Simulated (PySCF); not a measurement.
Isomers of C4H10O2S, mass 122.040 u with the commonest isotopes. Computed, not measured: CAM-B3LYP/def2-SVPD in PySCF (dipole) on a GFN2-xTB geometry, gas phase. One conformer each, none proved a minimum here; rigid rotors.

Question: Order these by out-of-plane moment Σ m c² = (Ia + Ib − Ic)/2, largest first.
A. `[CH3:1][CH:2]([CH3:3])[S:4]([CH3:5])(=[O:6])=[O:7]` with C1–C2–S4–C5 177°
B. `[CH3:1][CH2:2][S:3](=[O:4])(=[O:5])[CH2:6][CH3:7]` with C1–C2–S3–O4 -64°, C2–S3–C6–C7 180°
C. `[CH3:1][CH2:2][CH2:3][S:4]([CH3:5])(=[O:6])=[O:7]` with C1–C2–C3–S4 73°, C2–C3–S4–C5 167°

Answer: C (58.58 u·Å²), A (56.72 u·Å²), B (54.67 u·Å²).

Question: Order these by rotational constant A, smallest first.
A. `[CH3:1][CH2:2][CH2:3][S:4]([CH3:5])(=[O:6])=[O:7]` with C1–C2–C3–S4 73°, C2–C3–S4–C5 167°
B. `[CH3:1][CH:2]([CH3:3])[S:4]([CH3:5])(=[O:6])=[O:7]` with C1–C2–S4–C5 177°
C. `[CH3:1][CH2:2][S:3](=[O:4])(=[O:5])[CH2:6][CH3:7]` with C1–C2–S3–O4 -64°, C2–S3–C6–C7 180°

Answer: B (3017 MHz), A (3829 MHz), C (4362 MHz).

Question: Order these by rotational constant B, largest first.
A. `[CH3:1][CH2:2][S:3](=[O:4])(=[O:5])[CH2:6][CH3:7]` with C1–C2–S3–O4 -64°, C2–S3–C6–C7 180°
B. `[CH3:1][CH:2]([CH3:3])[S:4]([CH3:5])(=[O:6])=[O:7]` with C1–C2–S4–C5 177°
C. `[CH3:1][CH2:2][CH2:3][S:4]([CH3:5])(=[O:6])=[O:7]` with C1–C2–C3–S4 73°, C2–C3–S4–C5 167°

Answer: B (2024 MHz), C (1559 MHz), A (1480 MHz).

```json
{"SMILES": "CCCS(C)(=O)=O", "point group": "C1", "Ia (u·Å²)": "131.98", "Ib (u·Å²)": "324.27", "Ic (u·Å²)": "339.09", "κ": "-0.94", "μa (D)": "0.05", "μb (D)": "3.50", "μc (D)": "2.98"}
{"SMILES": "CC(C)S(C)(=O)=O", "point group": "C1", "Ia (u·Å²)": "167.51", "Ib (u·Å²)": "249.74", "Ic (u·Å²)": "303.81", "κ": "-0.47", "μa (D)": "2.17", "μb (D)": "3.53", "μc (D)": "2.48"}
{"SMILES": "CCS(=O)(=O)CC", "point group": "C2v", "Ia (u·Å²)": "115.86", "Ib (u·Å²)": "341.53", "Ic (u·Å²)": "348.05", "κ": "-0.98", "μa (D)": "0.00", "μb (D)": "4.53", "μc (D)": "0.01"}
```
